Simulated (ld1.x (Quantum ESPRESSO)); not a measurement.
LDA (PZ) TM dataset for I (Z = 53), fully relativistic all-electron reference.

Input for ld1.x (Quantum ESPRESSO) 7.5:

```
&input
   title='I', zed=53., rel=2, dft='PZ', iswitch=3,
   config='[Kr] 4d10 5s2 5p5', rel_dist='average',
   nld=3, rlderiv=1.90, eminld=-3.0, emaxld=5.0, deld=0.02
 /
 &inputp
   pseudotype=2, tm=.true., lloc=0,
   nlcc=.false.,
   file_pseudopw='I.UPF', file_wfcaegen='ae.wfc', file_wfcncgen='nc.wfc', file_beta='beta', file_chi='chi'
 /
2
5P  2  1   5.00   0.00  1.75  1.75  0.0
5S  1  0   2.00   0.00  1.65  1.65  0.0
 &test
   configts(1)='5s2 5p5'
 /
```

Command:

```bash
ld1.x < I.in > I.out
```

Resulting log (shortened: banner, matrices, multipoles, cross overlaps and the repeated all-electron block are left out):

```
Program LD1 v.7.5
     --------------------------- All-electron run ----------------------------

     I
     dirac relativistic calculation

     atomic number is 53.00
     dft =PZ   lsd =0 sic =0 latt =0  beta=0.20 tr2=1.0E-14
     Exchange-correlation= PZ
                           (   1   1   0   0   0   0   0)
     mesh =1247 r(mesh) =  99.95380 a.u. xmin = -7.00 dx = 0.01250
     1 Ry =  13.60569312 eV, c = 137.03599908

     n l j   nl                  e(Ry)          e(Ha)          e(eV)
     Spin orbit split results
     1 0 0.5 1S 1( 2.00)     -2419.8790     -1209.9395    -32924.1309
     2 0 0.5 2S 1( 2.00)      -373.8264      -186.9132     -5086.1668
     2 1 0.5 2P 1( 2.00)      -350.9151      -175.4575     -4774.4430
     2 1 1.5 2P 1( 4.00)      -328.9884      -164.4942     -4476.1149
     3 0 0.5 3S 1( 2.00)       -75.4160       -37.7080     -1026.0866
     3 1 0.5 3P 1( 2.00)       -65.9273       -32.9636      -896.9866
     3 1 1.5 3P 1( 4.00)       -61.8027       -30.9013      -840.8682
     4 0 0.5 4S 1( 2.00)       -13.2280        -6.6140      -179.9764
     4 1 0.5 4P 1( 2.00)        -9.9138        -4.9569      -134.8843
     4 1 1.5 4P 1( 4.00)        -9.1026        -4.5513      -123.8471
     3 2 1.5 3D 1( 4.00)       -45.0215       -22.5108      -612.5493
     3 2 2.5 3D 1( 6.00)       -44.1532       -22.0766      -600.7353
     4 2 1.5 4D 1( 4.00)        -3.7704        -1.8852       -51.2989
     4 2 2.5 4D 1( 6.00)        -3.6437        -1.8218       -49.5749
     5 0 0.5 5S 1( 2.00)        -1.2960        -0.6480       -17.6328
     5 1 0.5 5P 1( 1.67)        -0.5849        -0.2924        -7.9579
     5 1 1.5 5P 1( 3.33)        -0.5091        -0.2545        -6.9261
     Averaged results
     1 0     1S 1( 2.00)     -2419.8790     -1209.9395    -32924.1309
     2 0     2S 1( 2.00)      -373.8264      -186.9132     -5086.1668
     2 1     2P 1( 6.00)      -336.2973      -168.1486     -4575.5576
     3 0     3S 1( 2.00)       -75.4160       -37.7080     -1026.0866
     3 1     3P 1( 6.00)       -63.1775       -31.5888      -859.5743
     4 0     4S 1( 2.00)       -13.2280        -6.6140      -179.9764
     4 1     4P 1( 6.00)        -9.3730        -4.6865      -127.5261
     3 2     3D 1(10.00)       -44.5006       -22.2503      -605.4609
     4 2     4D 1(10.00)        -3.6944        -1.8472       -50.2645
     5 0     5S 1( 2.00)        -1.2960        -0.6480       -17.6328
     5 1     5P 1( 5.00)        -0.5343        -0.2672        -7.2701

     final scf error:  6.7E-15 reached in  35 iterations

     Etot =  -14226.472406 Ry,   -7113.236203 Ha, -193561.017784 eV

     Ekin =   15076.080241 Ry,    7538.040120 Ha,  205120.521250 eV
     Encl =  -34587.270904 Ry,  -17293.635452 Ha, -470583.793888 eV
     Eh   =    5636.187749 Ry,    2818.093875 Ha,   76684.240901 eV
     Exc  =    -351.469492 Ry,    -175.734746 Ha,   -4781.986048 eV

     normalization and overlap integrals

     s(1S/1S) =  1.000000  <r> =   0.0272  <r2> =    0.0010  r(max) =   0.0175
     s(2S/2S) =  1.000000  <r> =   0.1168  <r2> =    0.0162  r(max) =   0.0995
     s(2P/2P) =  1.000000  <r> =   0.0985  <r2> =    0.0119  r(max) =   0.0765
     s(2P/2P) =  1.000000  <r> =   0.1042  <r2> =    0.0132  r(max) =   0.0814
     s(3S/3S) =  1.000000  <r> =   0.3143  <r2> =    0.1130  r(max) =   0.2879
     s(3P/3P) =  1.000000  <r> =   0.3043  <r2> =    0.1077  r(max) =   0.2738
     s(3P/3P) =  1.000000  <r> =   0.3159  <r2> =    0.1158  r(max) =   0.2843
     s(4S/4S) =  1.000000  <r> =   0.7401  <r2> =    0.6195  r(max) =   0.6820
     s(4P/4P) =  1.000000  <r> =   0.7728  <r2> =    0.6813  r(max) =   0.6992
     s(4P/4P) =  1.000000  <r> =   0.8015  <r2> =    0.7328  r(max) =   0.7259
     s(3D/3D) =  1.000000  <r> =   0.2867  <r2> =    0.0974  r(max) =   0.2299
     s(3D/3D) =  1.000000  <r> =   0.2903  <r2> =    0.0997  r(max) =   0.2327
     s(4D/4D) =  1.000000  <r> =   0.9158  <r2> =    0.9832  r(max) =   0.7728
     s(4D/4D) =  1.000000  <r> =   0.9275  <r2> =    1.0086  r(max) =   0.7825
     s(5S/5S) =  1.000000  <r> =   1.9587  <r2> =    4.3555  r(max) =   1.6984
     s(5P/5P) =  1.000000  <r> =   2.3846  <r2> =    6.5775  r(max) =   1.9488
     s(5P/5P) =  1.000000  <r> =   2.5125  <r2> =    7.3139  r(max) =   2.0487

     ------------------------ End of All-electron run ------------------------

     --------------------- Generating NC pseudopotential ---------------------

      Generating local pot.: lloc=0, matching radius rcloc =   1.6500

     Fully relativistic calculation: |psi|^2

     Wfc 5P LC norm =  0.99992098 SC norm =  0.00007859 missing  0.00000043

     Wfc 5P LC norm =  0.99992887 SC norm =  0.00006172 missing  0.00000941

      Wfc   5P  rcut= 1.741  Using Troullier-Martins method

      Wfc   5P  rcut= 1.741  Using Troullier-Martins method

     ------------------- End of pseudopotential generation -------------------

     Computing logarithmic derivative in   1.88887
     Computing logarithmic derivative in   1.88887
     Computing the partial wave expansion
       no projector for channel:   0
     R is outside the sphere for l=    1 j= 0.50
     R is outside the sphere for l=    1 j= 1.50

     ---------------------- Testing the pseudopotential ----------------------

     I
     dirac relativistic calculation

     atomic number is 53.00   valence charge is  7.00
     dft =PZ   lsd =0 sic =0 latt =0  beta=0.20 tr2=1.0E-14
     mesh =1247 r(mesh) =  99.95380 xmin = -7.00 dx = 0.01250

     n l  j  nl             e AE (Ry)       e PS (Ry)    De AE-PS (Ry)
     1 0 0.5 5S   1( 2.00)       -1.29599       -1.29600        0.00001
     2 1 0.5 5P   1( 1.67)       -0.58490       -0.58488       -0.00002
     2 1 1.5 5P   1( 3.33)       -0.50906       -0.50906        0.00000

     eps = 4.5E-16  iter =  9

     Etot =  -14226.472406 Ry,   -7113.236203 Ha, -193561.017784 eV
     Etotps =   -22.980344 Ry,     -11.490172 Ha,    -312.663502 eV

     Ekin =       6.274762 Ry,       3.137381 Ha,      85.372492 eV
     Encl =     -44.412733 Ry,     -22.206367 Ha,    -604.266017 eV
     Ehrt =      19.015663 Ry,       9.507832 Ha,     258.721282 eV
     Ecxc =      -4.265855 Ry,      -2.132928 Ha,     -58.039917 eV
     Epseu=       0.407819 Ry,       0.203909 Ha,       5.548658 eV

     ---------------------- End of pseudopotential test ----------------------
```

Generation and configuration tests took about 1.6 s on one core of a shared server CPU.

Transferability test of the new file with ld1.x, input:

```
&input
   title='I', zed=53., rel=2, dft='PZ', iswitch=2,
   config='[Kr] 4d10 5s2 5p5', rel_dist='average'
 /
 &test
   file_pseudo='I.UPF', nconf=8,
   configts(1)='5s2 5p5',
   configts(2)='5s2 5p4',
   configts(3)='5s2 5p3',
   configts(4)='5s2 5p2',
   configts(5)='5s2 5p1',
   configts(6)='5s1 5p6',
   configts(7)='5s1 5p5',
   configts(8)='5s2 5p4.5'
 /
```

```bash
ld1.x < I.test.in > I.test.out
```

Pseudopotential blocks of its output, shortened (energy terms left out):

```
     ---------------------- Testing the pseudopotential ----------------------

     n l  j  nl             e AE (Ry)       e PS (Ry)    De AE-PS (Ry)
     1 0 0.5 5S   1( 2.00)       -1.29599       -1.29600        0.00001
     2 1 0.5 5P   1( 1.67)       -0.58490       -0.58488       -0.00002
     2 1 1.5 5P   1( 3.33)       -0.50906       -0.50906        0.00000

     eps = 9.0E-15  iter =  8

     Etot =  -14226.472406 Ry,   -7113.236203 Ha, -193561.017784 eV
     Etotps =   -22.980344 Ry,     -11.490172 Ha,    -312.663515 eV

     ---------------------- End of pseudopotential test ----------------------

          ---------------------- Testing the pseudopotential ----------------------

     n l  j  nl             e AE (Ry)       e PS (Ry)    De AE-PS (Ry)
     1 0 0.5 5S   1( 2.00)       -1.94764       -1.94661       -0.00103
     2 1 0.5 5P   1( 1.33)       -1.20171       -1.20087       -0.00084
     2 1 1.5 5P   1( 2.67)       -1.11523       -1.11450       -0.00073

     eps = 1.9E-16  iter =  9

     Etot =  -14225.639478 Ry,   -7112.819739 Ha, -193549.685221 eV
     Etotps =   -22.147728 Ry,     -11.073864 Ha,    -301.335187 eV
     dEtot_ae =       0.832928 Ry
     dEtot_ps =       0.832617 Ry,   Delta E=       0.000311 Ry

     ---------------------- End of pseudopotential test ----------------------

          ---------------------- Testing the pseudopotential ----------------------

     n l  j  nl             e AE (Ry)       e PS (Ry)    De AE-PS (Ry)
     1 0 0.5 5S   1( 2.00)       -2.66791       -2.66461       -0.00330
     2 1 0.5 5P   1( 1.00)       -1.88453       -1.88185       -0.00267
     2 1 1.5 5P   1( 2.00)       -1.78687       -1.78453       -0.00234

     eps = 7.9E-17  iter =  7

     Etot =  -14224.162536 Ry,   -7112.081268 Ha, -193529.590391 eV
     Etotps =   -20.672301 Ry,     -10.336151 Ha,    -281.260986 eV
     dEtot_ae =       2.309871 Ry
     dEtot_ps =       2.308043 Ry,   Delta E=       0.001827 Ry

     ---------------------- End of pseudopotential test ----------------------

          ---------------------- Testing the pseudopotential ----------------------

     n l  j  nl             e AE (Ry)       e PS (Ry)    De AE-PS (Ry)
     1 0 0.5 5S   1( 2.00)       -3.44197       -3.43433       -0.00764  !
     2 1 0.5 5P   1( 0.67)       -2.61969       -2.61342       -0.00627  !
     2 1 1.5 5P   1( 1.33)       -2.51029       -2.50484       -0.00545  !

     eps = 8.6E-15  iter =  7

     Etot =  -14221.983355 Ry,   -7110.991677 Ha, -193499.941126 eV
     Etotps =   -18.497023 Ry,      -9.248512 Ha,    -251.664822 eV
     dEtot_ae =       4.489052 Ry
     dEtot_ps =       4.483321 Ry,   Delta E=       0.005730 Ry

     ---------------------- End of pseudopotential test ----------------------

          ---------------------- Testing the pseudopotential ----------------------

     n l  j  nl             e AE (Ry)       e PS (Ry)    De AE-PS (Ry)
     1 0 0.5 5S   1( 2.00)       -4.25988       -4.24413       -0.01575  !
     2 1 0.5 5P   1( 0.33)       -3.39753       -3.38436       -0.01317  !
     2 1 1.5 5P   1( 0.67)       -3.27577       -3.26432       -0.01145  !

     eps = 6.6E-15  iter =  7

     Etot =  -14219.054958 Ry,   -7109.527479 Ha, -193460.098253 eV
     Etotps =   -15.577139 Ry,      -7.788570 Ha,    -211.937778 eV
     dEtot_ae =       7.417449 Ry
     dEtot_ps =       7.403205 Ry,   Delta E=       0.014244 Ry

     ---------------------- End of pseudopotential test ----------------------

          ---------------------- Testing the pseudopotential ----------------------

     n l  j  nl             e AE (Ry)       e PS (Ry)    De AE-PS (Ry)
     1 0 0.5 5S   1( 1.00)       -1.34929       -1.34812       -0.00116
     2 1 0.5 5P   1( 2.00)       -0.62566       -0.62530       -0.00036
     2 1 1.5 5P   1( 4.00)       -0.54654       -0.54639       -0.00014

     eps = 4.1E-18  iter =  9

     Etot =  -14225.703330 Ry,   -7112.851665 Ha, -193550.553973 eV
     Etotps =   -22.211708 Ry,     -11.105854 Ha,    -302.205682 eV
     dEtot_ae =       0.769076 Ry
     dEtot_ps =       0.768637 Ry,   Delta E=       0.000439 Ry

     ---------------------- End of pseudopotential test ----------------------

          ---------------------- Testing the pseudopotential ----------------------

     n l  j  nl             e AE (Ry)       e PS (Ry)    De AE-PS (Ry)
     1 0 0.5 5S   1( 1.00)       -2.00304       -2.00041       -0.00262
     2 1 0.5 5P   1( 1.67)       -1.24633       -1.24482       -0.00151
     2 1 1.5 5P   1( 3.33)       -1.15699       -1.15586       -0.00114

     eps = 2.5E-16  iter =  7

     Etot =  -14224.829512 Ry,   -7112.414756 Ha, -193538.665065 eV
     Etotps =   -21.338556 Ry,     -10.669278 Ha,    -290.325844 eV
     dEtot_ae =       1.642895 Ry
     dEtot_ps =       1.641789 Ry,   Delta E=       0.001106 Ry

     ---------------------- End of pseudopotential test ----------------------

          ---------------------- Testing the pseudopotential ----------------------

     n l  j  nl             e AE (Ry)       e PS (Ry)    De AE-PS (Ry)
     1 0 0.5 5S   1( 2.00)       -1.61193       -1.61154       -0.00039
     2 1 0.5 5P   1( 1.50)       -0.88388       -0.88355       -0.00033
     2 1 1.5 5P   1( 3.00)       -0.80279       -0.80251       -0.00028

     eps = 2.4E-17  iter =  9

     Etot =  -14226.132220 Ry,   -7113.066110 Ha, -193556.389316 eV
     Etotps =   -22.640218 Ry,     -11.320109 Ha,    -308.035864 eV
     dEtot_ae =       0.340186 Ry
     dEtot_ps =       0.340126 Ry,   Delta E=       0.000060 Ry

     ---------------------- End of pseudopotential test ----------------------
```
